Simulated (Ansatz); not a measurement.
The lowest doublet and quartet of CF (SMILES [C]F); geometries from B3LYP-D3(BJ)/def2-TZVP, each state relaxed from the structure named, with no frequency check.
Doublet (charge 0, multiplicity 2):
```xyz
2

C      0.000     0.000    -0.765
F      0.000     0.000     0.510
```

A positive gap puts the quartet lower; no zero-point energy. U- takes an unrestricted doublet. The quartet is unrestricted in single-reference levels.

The values were computed with Ansatz (a program for electronic structure) with Gaussian orbitals. 

Problem. One of these levels gives -344.3 kJ/mol for the gap E(doublet) − E(quartet), vertical, at the doublet's geometry. Which one is it?
A) U-r2SCAN/def2-TZVPP
B) U-HF/cc-pVQZ
C) U-SVWN5/def2-TZVPP

Solution. C, U-SVWN5/def2-TZVPP. The others give -217.2 (U-HF/cc-pVQZ), -301.0 (U-r2SCAN/def2-TZVPP)
